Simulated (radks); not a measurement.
All-electron atom: Pr4+ in [Xe] 4f1. Method: scalar-relativistic Kohn-Sham, PBEsol, spin-unpolarised, spherical densities, finite nucleus; Fermi nuclear charge, rms radius 4.8919 fm; computed with a radial shooting solver on a logarithmic mesh with Libxc functionals. Some entries of the table are withheld. Estimate them.

orbital  occ.  eigenvalue (hartree)  r(max) (bohr)
1s          2             -1537.721        0.01542
2s          2             -248.9948        0.08729
2p          6             -223.0328        0.07029
3s          2             -55.26647         0.2492
3p          6             -47.04297         0.2440
3d         10             -35.48200            (1)
4s          2             -12.48952         0.5779
4p          6                   (2)         0.6028
4d         10              -5.91406         0.6319
5s          2              -2.97740          1.312
5p          6              -2.25515          1.458
4f          1              -1.78640         0.6600

Answer. 
(1) 3d r(max) (bohr): 0.2006
(2) 4p eigenvalue (hartree): -9.78645
